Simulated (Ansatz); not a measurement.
Reaction (formal exchange of groups at the Se–C bond): `C[Se]C(F)(F)F` + `C#[C][Zr]([OH])([F])[O]C` → `C[O][Zr]([OH])([F])[Se]C` + `C#CC(F)(F)F`

Gas-phase electronic energies from Ansatz, PBE0-D4/def2-TZVP geometries. CBS: MP2 limit from def2 TZ/QZ plus the TZ coupled-cluster correction, frozen cores. DFT in def2-TZVPP. def2 core potentials past Kr. For Se, Zr outer-core shells are correlated without core-valence functions, which leaves a few kJ/mol of doubt a bond. Scalar relativity is left out up to krypton. One conformer a species, not always the lowest.

Task: Is it downhill or uphill in electronic energy at CCSD(T)/CBS, and by how much? (Best estimate.)

Result: The calculation gave: Downhill: ΔE = -0.74 eV.

Task: What do these levels give: r2SCAN0-D4, ωB97M-V, CAM-B3LYP, LC-ωPBE, CCSD/def2-SVP, MP2/def2-QZVPP? (Estimate.)

Result: Computed: r2SCAN0-D4 -0.78, ωB97M-V -0.68, CAM-B3LYP -0.69, LC-ωPBE -0.73, CCSD/def2-SVP -0.89, MP2/def2-QZVPP -0.79 eV.

Largest T1 diagnostic among the species: 0.017.

From r2SCAN to r2SCAN0 (25 % exact exchange), in def2-TZVPP and without D4, ΔE moves by −0.04 eV. At CCSD(T), def2-SVP lies −0.15 eV from the extrapolated value and def2-TZVPP +0.00 eV.
